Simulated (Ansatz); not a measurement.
Basis-set extrapolation for C2H4NSi, SMILES `C[SiH]C#N` radical (PBE0-D4/def2-TZVP geometry, frozen core, Ansatz). Multiplicity 2, UHF reference.

|  | cc-pV(T+d)Z | cc-pV(Q+d)Z |
| --- | --- | --- |
| HF | -421.483255 | -421.495353 |
| MP2 correlation | -0.606776 | -0.647059 |
| CCSD(T) correlation | -0.669681 | -0.705679 |

Energies in hartree. Use E(X) = E(∞) + A·exp(−5.46·√X) for Hartree–Fock and E(X) = E(∞) + B·X^(−3.05) for correlation, with X = 3 and 4.

Question: What is the CCSD(T) energy at the basis-set limit?

Answer: HF limit: -421.495353 + (-0.012098) × 0.30130 = -421.49900. Correlation limit: -0.705679 + (-0.035998) × 0.71189 = -0.73131. Total: -422.23031 hartree, 2.11 eV below CCSD(T)/cc-pV(T+d)Z.
